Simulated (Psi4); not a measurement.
diphosphane (H4P2), singlet, geometry from GFN2-xTB; HF/6-31+G*, TDA (Psi4 1.11).

The Psi4 input:
```
memory 2 GB

molecule mol {
0 1
  P    -0.957498   -0.491628   -0.027831
  P     0.957498    0.491628    0.027831
  H    -1.498030    0.298578    0.987175
  H    -1.465692    0.349142   -1.018629
  H     1.465692   -0.349142    1.018629
  H     1.498030   -0.298578   -0.987175
symmetry c1
}

set basis 6-31+g*
set reference rhf
set puream true
set save_jk true
set tdscf_states [5]
set tdscf_tda true
set d_convergence 1e-8

energy('td-scf')
print_variables()
```

Output, abridged:

```
   => Loading Basis Set <=

    Name: 6-31+G*
    Role: ORBITAL
    Keyword: BASIS

         ---------------------------------------------------------
                                   SCF
               by Justin Turney, Rob Parrish, Andy Simmonett
                          and Daniel G. A. Smith
                              RHF Reference
         ---------------------------------------------------------

  ==> Geometry <==

    Molecular point group: c1
    Full point group: Ci

    Geometry (in Angstrom), charge = 0, multiplicity = 1:

       Center              X                  Y                   Z               Mass
    ------------   -----------------  -----------------  -----------------  -----------------
         P           -0.957498000000    -0.491628000000    -0.027831000000    30.973761998420
         P            0.957498000000     0.491628000000     0.027831000000    30.973761998420
         H           -1.498030000000     0.298578000000     0.987175000000     1.007825032230
         H           -1.465692000000     0.349142000000    -1.018629000000     1.007825032230
         H            1.465692000000    -0.349142000000     1.018629000000     1.007825032230
         H            1.498030000000    -0.298578000000    -0.987175000000     1.007825032230

  Running in c1 symmetry.

  Rotational constants: A =      2.23806  B =      0.20789  C =      0.20640 [cm^-1]
  Rotational constants: A =  67095.29281  B =   6232.28977  C =   6187.69136 [MHz]
  Nuclear repulsion =   91.226117323740638

  Charge       = 0
  Multiplicity = 1
  Electrons    = 34
  Nalpha       = 17
  Nbeta        = 17

  ==> Algorithm <==

  SCF Algorithm Type is DF.
  DIIS enabled.
  MOM disabled.
  Fractional occupation disabled.
  Guess Type is SAD.
  Energy threshold   = 1.00e-06
  Density threshold  = 1.00e-08
  Integral threshold = 1.00e-12

  ==> Primary Basis <==

  Basis Set: 6-31+G*
    Blend: 6-31+G*
    Number of shells: 28
    Number of basis functions: 52
    Number of Cartesian functions: 54
    Spherical Harmonics?: true
    Max angular momentum: 2

   => Loading Basis Set <=

    Name: (6-31+G* AUX)
    Role: JKFIT
    Keyword: DF_BASIS_SCF

  ==> Integral Setup <==

  SCF_SUBTYPE=INCORE selected. In-core MEM_DF algorithm will be used.
  Using in-core AOs.

  ==> MemDFJK: Density-Fitted J/K Matrices <==

    J tasked:                   Yes
    K tasked:                   Yes
    wK tasked:                   No
    Algorithm:                 Core
    Schwarz Cutoff:           1E-12
    Mask sparsity (%):       0.0740
    Fitting Condition:        1E-10

   => Auxiliary Basis Set <=

  Basis Set: (6-31+G* AUX)
    Blend: HEAVY-AUG-CC-PVDZ-JKFIT
    Number of shells: 116
    Number of basis functions: 348
    Number of Cartesian functions: 400
    Spherical Harmonics?: true
    Max angular momentum: 3

  Minimum eigenvalue in the overlap matrix is 1.3773275882E-03.
  Reciprocal condition number of the overlap matrix is 2.4264362216E-04.
    Using symmetric orthogonalization.

  ==> Pre-Iterations <==

  SCF Guess: Superposition of Atomic Densities via on-the-fly atomic UHF (no occupation information).

   -------------------------
    Irrep   Nso     Nmo
   -------------------------
     A         52      52
   -------------------------
    Total      52      52
   -------------------------

  ==> Iterations <==

                           Total Energy        Delta E     RMS |[F,P]|

   @DF-RHF iter SAD:  -683.41499226081726   -6.83415e+02   0.00000e+00
   @DF-RHF iter   1:  -683.70415339723354   -2.89161e-01   3.55383e-03 DIIS/ADIIS
   @DF-RHF iter   2:  -683.74170861612583   -3.75552e-02   9.73435e-04 DIIS/ADIIS
   @DF-RHF iter   3:  -683.74484720689520   -3.13859e-03   3.13857e-04 DIIS/ADIIS
   @DF-RHF iter   4:  -683.74527186279590   -4.24656e-04   6.52839e-05 DIIS
   @DF-RHF iter   5:  -683.74528943018311   -1.75674e-05   1.39965e-05 DIIS
   @DF-RHF iter   6:  -683.74529053994172   -1.10976e-06   3.04233e-06 DIIS
[...]
  @DF-RHF Final Energy:  -683.74529060151610
    Total Energy =                       -683.7452906015161034
[...]
  DavidsonSolver iter  10:   7.24352e-08  1.01739e-04     63
  DavidsonSolver iter  11:   3.70316e-09  1.38491e-05     66
  DavidsonSolver iter  12:   9.59089e-11  2.08296e-06     67
  DavidsonSolver iter  13:   2.40735e-12  9.05667e-07     68      Converged

******************************************************************************************
**********                               WARNING                                **********
**********  Length-gauge rotatory strengths are **NOT** gauge-origin invariant  **********
******************************************************************************************

                                    Excitation Energy         Total Energy        Oscillator Strength             Rotatory Strength
     #   Sym: GS->ES (Trans)        au              eV              au          au (length)    au (velocity)    au (length)    au (velocity)
    ---- -------------------- --------------- --------------- --------------- --------------- --------------- --------------- ---------------
     1        A->A (1 A)       0.22686         6.17326        -683.51843       0.0000          0.0000          0.0000          0.0000
     2        A->A (1 A)       0.23549         6.40800        -683.50980       0.4952          0.3517         -0.0000         -0.0000
     3        A->A (1 A)       0.26832         7.30124        -683.47697       0.0000          0.0000         -0.0000         -0.0000
     4        A->A (1 A)       0.27705         7.53891        -683.46824       0.1308          0.0762          0.0000          0.0000
     5        A->A (1 A)       0.27819         7.56991        -683.46710       0.0379          0.0184          0.0000          0.0000

Contributing excitations
Only contributions with abs(coeff) > 1.00e-01 will be printed:

Excited State    1 (1 A):   0.22686 au   200.84 nm f = 0.0000
  Sums of squares: Xssq =  1.000000e+00
     16a  ->  25a    -0.128286 ( 1.646%)
     17a  ->  19a    -0.928059 (86.129%)
     17a  ->  22a    -0.297822 ( 8.870%)
     17a  ->  29a    -0.133158 ( 1.773%)

Excited State    2 (1 A):   0.23549 au   193.48 nm f = 0.4952
  Sums of squares: Xssq =  1.000000e+00
     16a  ->  22a    -0.123798 ( 1.533%)
     17a  ->  18a     0.879773 (77.400%)
     17a  ->  21a     0.137037 ( 1.878%)
     17a  ->  25a    -0.158187 ( 2.502%)
     17a  ->  28a     0.364283 (13.270%)

Excited State    3 (1 A):   0.26832 au   169.81 nm f = 0.0000
  Sums of squares: Xssq =  1.000000e+00
     16a  ->  27a    -0.191276 ( 3.659%)
     17a  ->  23a    -0.579825 (33.620%)
     17a  ->  26a    -0.779390 (60.745%)

Excited State    4 (1 A):   0.27705 au   164.46 nm f = 0.1308
  Sums of squares: Xssq =  1.000000e+00
     15a  ->  27a    -0.159046 ( 2.530%)
     16a  ->  26a     0.195610 ( 3.826%)
     17a  ->  20a     0.296245 ( 8.776%)
     17a  ->  27a     0.910375 (82.878%)

Excited State    5 (1 A):   0.27819 au   163.79 nm f = 0.0379
  Sums of squares: Xssq =  1.000000e+00
     16a  ->  23a     0.143493 ( 2.059%)
     17a  ->  20a    -0.941147 (88.576%)
     17a  ->  27a     0.280599 ( 7.874%)

******************************************************************************************
**********                               WARNING                                **********
**********       The names of excited state variables changed between 1.5       **********
**********     and 1.6. For a quick solution, remove the symmetry specifier     **********
**********   from the variable name. For full details, see 'Notes on Psivars'   **********
**********                        in the documentation.                         **********
******************************************************************************************

  Variable Map:
  ----------------------------------------------------------------------------
[...]
  Array Variable Map:
  ----------------------------------------------------------------------------
[...]
[...]
```
